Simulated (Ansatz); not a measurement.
Relaxation of CH₆FPSeSi (11 atoms, charge 0, multiplicity 1), to a largest force component of 0.015 eV/Å in at most 40 steps.

Level of theory: Ansatz, RKS PBE-D4/def2-SVP.

```xyz
11
Properties=species:S:1:pos:R:3
F -1.472 2.280 0.137
C -0.554 1.387 0.429
Si -1.234 -0.320 0.055
Se -3.391 -0.027 -0.839
P -4.208 0.550 1.179
H -0.289 1.482 1.504
H 0.380 1.585 -0.180
H -0.400 -0.936 -0.903
H -1.313 -1.065 1.247
H -3.756 1.948 1.005
H -5.512 0.825 0.608
```

Problem. Where does it end, and by what steps?

Solution. The run converged. The force dipped under the threshold on the way, but the program's further checks kept it going. After 16 steps the energy has fallen by 0.635 eV; F1 moved furthest, 1.17 Å.

| step | energy less start (eV) | largest force component (eV/Å) | accepted |
| --- | --- | --- | --- |
| 0 | 0.0000 | 2.776 | yes |
| 1 | -0.3964 | 1.096 | yes |
| 2 | -0.4734 | 0.484 | yes |
| 3 | -0.4845 | 0.241 | yes |
| 4 | -0.5000 | 0.200 | yes |
| 5 | -0.5076 | 0.717 | yes |
| 6 | -0.5614 | 0.237 | yes |
| 7 | -0.5875 | 0.440 | yes |
| 8 | -0.6194 | 0.086 | yes |
| 9 | -0.6288 | 0.068 | yes |
| 10 | -0.6087 | 0.325 | no |
| 11 | -0.6332 | 0.017 | yes |
| 12 | -0.6330 | 0.138 | no |
| 13 | -0.6342 | 0.033 | yes |
| 14 | -0.6342 | 0.062 | no |
| 15 | -0.6348 | 0.004 | yes |
| 16 | -0.6349 | 0.015 | yes |

```xyz
11
Properties=species:S:1:pos:R:3
F -1.304 2.113 1.286
C -0.439 1.359 0.489
Si -1.220 -0.355 0.141
Se -3.263 -0.072 -0.867
P -4.210 0.921 1.003
H 0.543 1.257 1.009
H -0.259 1.898 -0.469
H -0.356 -1.101 -0.841
H -1.351 -1.122 1.427
H -4.339 2.247 0.452
H -5.553 0.566 0.612
```

Whether the end is a true minimum wasn't checked by a vibrational analysis.

Time of the run: 25 s on 2 threads of Intel(R) Xeon(R) 6975P-C (Granite Rapids) (shared host), peak memory 0.2 GiB.
